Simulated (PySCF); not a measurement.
**B (boron, neutral) across methods**

[He] 2s2 3s1, 2S determinant (an excited configuration). All numbers are calculated (PySCF 2.14, no relativity, point nucleus, in dyall-av2z (11s7p2d, 42 functions)).

| method | E (hartree) | mean ε 2s α (eV) | mean ε 2s β (eV) | mean ε 3s α (eV) | Σ⟨r²⟩ (bohr²) | ⟨S²⟩ |
| --- | --- | --- | --- | --- | --- | --- |
| LC-wPBE | -24.4251 | -18.651 | -18.491 | -3.332 | 44.29 | 0.750 |
| TPSSh | -24.4647 | -15.079 | -14.960 | -1.985 | 44.68 | 0.750 |
| PBE0 | -24.4230 | -15.661 | -15.505 | -2.236 | 44.34 | 0.750 |
| r2SCAN | -24.4330 | -14.561 | -14.507 | -1.833 | 44.57 | 0.751 |
| PBEsol | -24.2836 | -14.224 | -14.110 | -1.826 | 44.26 | 0.750 |
| PBE | -24.4158 | -14.351 | -14.231 | -1.873 | 44.27 | 0.750 |
| UHF | -24.34565 | -18.751 | -18.415 | -2.972 | 44.64 | 0.750 |
| LDA | -24.1596 | -14.256 | -14.114 | -1.776 | 43.80 | 0.750 |

(1) Estimate the same row for BHandHLYP.

The outer electron is Rydberg-like, and this basis confines it to a smaller radius and binds it less than a complete one would.

Results:

(1) E (hartree) = -24.4548; mean ε 2s α (eV) = -16.824; mean ε 2s β (eV) = -16.633; mean ε 3s α (eV) = -2.350; Σ⟨r²⟩ (bohr²) = 43.96; ⟨S²⟩ = 0.750.
